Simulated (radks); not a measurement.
Values are calculated unless marked as measured or tabulated.
All-electron atom: the thallium ion Tl70+ in [Ne] 3s1.

Code: a radial shooting solver on a logarithmic mesh with Libxc functionals. Model: non-relativistic Kohn-Sham, LDA (Slater exchange, Perdew-Wang correlation), spin-unpolarised, spherical densities, point nucleus; relativity is left out, which matters for an element this heavy.

Energy parts (eV):
total: -345980.68
kinetic: 345947.14
electron-nucleus: -712426.35
Hartree: 24055.69
exchange-correlation: -3557.16

Orbitals (lengths in bohr, moments of r in powers of bohr):
| orbital | occ. | eigenvalue (eV) | <r> |
|---|---|---|---|
| 1s | 2 | -83256.03 | 0.01868 |
| 2s | 2 | -18862.93 | 0.07741 |
| 2p | 6 | -18472.94 | 0.06529 |
| 3s | 1 | -8023.960 | 0.1796 |

The highest occupied level is 3s at -8024.0 eV. For comparison, the ionisation energy in NIST's Atomic Spectra Database is 8880 eV (theoretical). In exact Kohn-Sham theory the highest level is minus the ionisation energy, but local and semilocal functionals leave it too shallow, through self-interaction and a potential that decays too fast; potentials with the right tail come closer. Summed over all electrons, <r^2> = 0.08239 bohr^2, which gives a Langevin (diamagnetic) susceptibility term of -0.0653 x 10^-6 cm^3/mol. The electron density at the nucleus is 3.772e+05 e/bohr^3.

Beside tabulated values, note that spin-unpolarised runs miss the spin-polarisation part of the exchange energy of open shells.
